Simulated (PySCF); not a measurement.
29Si chemical shifts

PySCF 2.14 calculation with coordinates at the GFN2-xTB level and shielding tensors at PBE0/pcSseg-1 (GIAO); one conformer, fast rotation and ring inversion assumed for equivalent nuclei, relativity neglected, isolated molecule.

Shieldings were converted by a linear fit to measured shifts: 29Si: δ = 279.94 − 0.822σ (rms 8.9 ppm, 72 shifts, 25.8 ppm with the 6 outliers that the fit left out vs TMS, solution or neat liquid). A few per cent of atoms miss by over 2 rms, more outside the fitted compound classes.

**Question.** Give the 29Si shifts of `C[SiH](C)[SiH2][Si@@H](F)C=O`, `CCO[C@H]1C=C[SiH2][SiH2]1`, `C1=C[Si@@H](NC2CC2)[SiH2]C1`.

**Answer.** 
```json
{"compound": "[CH3:1][SiH:2]([CH3:3])[SiH2:4][Si@@H:5]([F:6])[CH:7]=[O:8]", "environment": "Si5: silicon bonded to C, F, Si, H", "δ (ppm)": "-3.4"}
{"compound": "[CH3:1][SiH:2]([CH3:3])[SiH2:4][Si@@H:5]([F:6])[CH:7]=[O:8]", "environment": "Si2: silicon bonded to 2 C, Si, H", "δ (ppm)": "-41.5"}
{"compound": "[CH3:1][SiH:2]([CH3:3])[SiH2:4][Si@@H:5]([F:6])[CH:7]=[O:8]", "environment": "Si4: silicon bonded to 2 Si, 2 H", "δ (ppm)": "-112.3"}
{"compound": "[CH3:1][CH2:2][O:3][C@H:4]1[CH:5]=[CH:6][SiH2:7][SiH2:8]1", "environment": "Si8: silicon bonded to C, Si, 2 H, in a 5-membered ring", "δ (ppm)": "-66.2"}
{"compound": "[CH3:1][CH2:2][O:3][C@H:4]1[CH:5]=[CH:6][SiH2:7][SiH2:8]1", "environment": "Si7: silicon bonded to C, Si, 2 H, in a 5-membered ring", "δ (ppm)": "-66.5"}
{"compound": "[CH:1]1=[CH:2][Si@@H:3]([NH:4][CH:5]2[CH2:6][CH2:7]2)[SiH2:8][CH2:9]1", "environment": "Si3: silicon bonded to C, N, Si, H, in a 5-membered ring", "δ (ppm)": "-31.4"}
{"compound": "[CH:1]1=[CH:2][Si@@H:3]([NH:4][CH:5]2[CH2:6][CH2:7]2)[SiH2:8][CH2:9]1", "environment": "Si8: silicon bonded to C, Si, 2 H, in a 5-membered ring", "δ (ppm)": "-79.1"}
```

**Question.** Order these by 29Si shift, lowest first.
A. C[C@@]1(F)C=CC(F)=C[SiH2]1
B. FC1=CC[C@](F)([SiH3])C=C1
C. C#C[C@@H]1C[SiH2][C@@H](F)[C@@H]1F

**Answer.** B (-56.1 ppm, silicon bonded to C, 3 H), A (-39.8 ppm, silicon bonded to 2 C, 2 H, in a 6-membered ring), C (-29.2 ppm, silicon bonded to 2 C, 2 H, in a 5-membered ring).
